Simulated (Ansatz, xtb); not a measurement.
Ranking isomers of FH2NaSi2

6 gas-phase structures of FH2NaSi2, found in a search over its isomers (lower ones may exist). Each was relaxed with GFN2-xTB:

A. `F[Si@H]([Na])[SiH]`, a singlet
B. `F[SiH2][Si][Na]`, a triplet
C. `F[SiH2][Si][Na]`, a singlet
D. `F[Si][SiH2][Na]`, a singlet
E. a singlet given by its coordinates
F. a singlet given by its coordinates

F (Å):

```yaml
atoms:
  - { symbol: F, position_ang: [-2.5738, -0.5484, 0.2301] }
  - { symbol: Na, position_ang: [1.9837, -1.2789, -0.1603] }
  - { symbol: Si, position_ang: [-1.1533, -1.2404, 0.7092] }
  - { symbol: Si, position_ang: [0.4336, -0.3789, 1.9888] }
  - { symbol: H, position_ang: [-1.7394, -2.5574, 1.0229] }
  - { symbol: H, position_ang: [0.2183, 1.0896, 1.6968] }
```

Close contacts (Å): F1–Si3 1.65, Na2–Si3 3.26, Na2–Si4 2.80, Si3–Si4 2.21, Si3–H5 1.48, Si4–H6 1.51.

E (Å):

```
atom    x (Å)    y (Å)    z (Å)
   F  -2.7641  -0.8464   0.8414
  Na  -1.0092   0.3794   3.1978
  Si  -1.4429  -1.7576   1.4295
  Si   0.2432  -0.8334   0.3386
   H   0.6609  -0.2004  -0.9325
   H   1.4497  -1.6401   0.6783
```

Close contacts (Å): F1–Si3 1.71, Na2–Si3 2.81, Na2–Si4 3.35, Si3–Si4 2.21, Si4–H5 1.48, Si4–H6 1.49.

Estimate their order in r2SCAN-D4/def2-SVP energy at these geometries, lowest first.

Calculated order at r2SCAN-D4/def2-SVP: F (0.0), E (2.6), B (8.1), D (10.7), C (27.3), A (31.1) kcal/mol.

Energies above the lowest of each column, in kcal/mol (a dash: not run or not comparable):

| structure | GFN2-xTB | HF/STO-3G | r2SCAN-D4/def2-SVP |
| --- | --- | --- | --- |
| F | 10.2 | 25.7 | 0.0 |
| E | 0.7 | 27.7 | 2.6 |
| B | – | 8.7 | 8.1 |
| D | 0.0 | 0.0 | 10.7 |
| C | 0.4 | 37.8 | 27.3 |
| A | 5.8 | 24.3 | 31.1 |

r2SCAN-D4/def2-SVP puts F lowest; GFN2-xTB picks D, HF/STO-3G picks D. Some further structures that were screened fall inside this span and aren't listed. Flexible structures stand in one conformer each, not always the lowest. Frequencies (B3LYP-D3(BJ)/def2-SVP) were run for F alone. GFN2-xTB has no spin polarisation and isn't compared across spin states. Open shells are spin-unrestricted.

Over these structures GFN2-xTB departs from r2SCAN-D4/def2-SVP by 12.1 kcal/mol on average once a common shift is removed. A GFN2-xTB relaxation took about 0.52 s and the r2SCAN-D4/def2-SVP energy about 7 s on a shared host (Ansatz 0.2.0, xtb 6.7.1).
